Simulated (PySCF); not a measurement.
**Core-level binding energies of GeMeH3**

GeMeH3, CH6Ge.
Bonds: Ge1–C2. Hydrogens: H6, H7, H8 on Ge1; H3, H4, H5 on C2.

Theory: PySCF, delta-SCF UKS SCAN, pcX-2 on the ionised atom, pcseg-1 elsewhere, spin-free X2C. Binding energies are ΔSCF values: E(core-ionised, relaxed orbitals) − E(ground state) at a fixed geometry, referred to the vacuum level.

Question: List the computed XPS lines with their assignment.

Answer: 
```csv
atom(s),bonded to,level,binding energy (eV),count
C2,3 H and Ge,C 1s,290.42,1
```

Question: Express the binding energy of C 1s of C2 in atomic units and per mole.

Answer: 290.42 eV = 10.6727 Eh = 28021 kJ/mol.

Question: Which photon wavelength matches the C 1s of C2 threshold?

Answer: λ = hc/E = 12398.42 eV Å / 290.42 eV = 42.691 Å.

No level of germanium is listed. Geometry: PBE0-D3(BJ)/def2-SVP; no solvent, vibrations or thermal averaging.

The run took 2.6 s of wall time on an x86-64 server with one thread, shared host.

***

# GaH5S: core ionisation energies

Ga(H2S)H3.
Bonds: Ga1–S2. Hydrogens: H5, H6, H7 on Ga1; H3, H4 on S2.

Computed with delta-SCF UKS SCAN, pcX-2 on the ionised atom, pcseg-1 elsewhere, spin-free X2C in PySCF 2.14.0. These are vertical core ionisation energies against the vacuum level, from separate self-consistent calculations with and without the core hole.

List the computed XPS lines with their assignment.

```tsv
atom(s)	environment	level	binding energy (eV)	count
S2	sulfur bonded to Ga and 2 H	S 1s	2479.29	1
```

Which photon energy gives electrons from S 1s of S2 a kinetic energy of 200 eV, and what is their de Broglie wavelength?

hν = 2479.29 + 200 = 2679.29 eV, recoil neglected; λ = 12.264 Å/√(E/eV) = 0.87 Å.

Not every level is listed. No level of gallium is listed. Isolated species at its PBE0-D3(BJ)/def2-SVP geometry, gas phase.

Hardware: one thread of an Arm Neoverse V2, shared host. Cost: 3.7 s.
